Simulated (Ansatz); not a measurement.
F$_{3}$Si (SMILES F[Si](F)F), doublet, geometry from GFN2-xTB, atoms displaced at random by about 0.02 Å a coordinate. Base run: PBE0/3-21G run with Ansatz (a first-principles code).

Ansatz was given this input:
Ansatz 0.2 input:
```yaml
crystal:
  periodic: [false, false, false]
  atoms:
    - {symbol: Si, position_ang: [0.25261243, 0.26732347, 0.24227175]}
    - {symbol: F, position_ang: [-0.70339319, -0.72131602, 1.06342806]}
    - {symbol: F, position_ang: [-0.74560489, 1.07496699, -0.67191958]}
    - {symbol: F, position_ang: [1.06151766, -0.69976441, -0.75699095]}
basis:
  gaussian:
    orbitals: 3-21G.json
hamiltonian:
  xc: pbe0
magnetization: {spin_polarized: true, initial_magnetization: 1}
relax: {}
```
The basis file holds 3-21G in the JSON format of the Basis Set Exchange.

Each row names what was changed in the base input (with any setting that the change needs).

| change | ΔE vs base (µEh) | optimiser steps |
|---|---|---|
| base | 0.0 | 4 |
| relax = max_displacement: 0.5 | 0.0 | 5 |
| relax = f_tol: 0.1 | 3.6 | 3 |
| relax = max_displacement: 0.02 | 0.5 | 7 |
| relax = f_tol: 0.002 | 0.0 | 4 |
| relax = escape_saddle: false | 0.0 | 4 |
| relax = f_tol: 0.0005 | 0.0 | 6 |
